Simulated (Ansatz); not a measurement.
Calculated with Ansatz (gas phase, PBE0-D4/def2-TZVP geometries, no zero-point term in ΔE). CCSD(T)/CBS adds triple-zeta CCSD(T) − MP2 to the extrapolated MP2 energy (def2 sets, frozen cores). This one scheme is used for every species. DFT in def2-TZVPP. One conformer a species, not always the lowest.

Consider the cleavage of the Si–Si bond: `[AlH2][SiH2][SiH3]` + `OCS` → `[SiH3]OCS` + `[AlH2][SiH3]`.

```json
{"level": "BLYP-D4", "ΔE (kJ/mol)": "-75.4"}
{"level": "PBE0", "ΔE (kJ/mol)": "-59.2"}
{"level": "RPA@PBE/def2-TZVPP", "ΔE (kJ/mol)": "-79.6"}
{"level": "MP2/def2-QZVPP", "ΔE (kJ/mol)": "-82.8"}
```

Q: What does CCSD(T)/CBS give? (Estimate.)

A: The calculation gave: -75.3 kJ/mol. The listed levels differ from it by -0.1, 16.1, -4.3, -7.5 kJ/mol.

Largest T1 diagnostic among the species: 0.013.

From PBE to PBE0 (25 % exact exchange), in def2-TZVPP and without D4, ΔE moves by −5.1 kJ/mol. Leaving LDA and LC-ωPBE aside and taking each functional with its dispersion term where it has one, the values, not all of them listed here, spread over 31.6 kJ/mol, from BHLYP-D4 to PBE-D4. LDA lies −3.5 kJ/mol from PBE without D4.
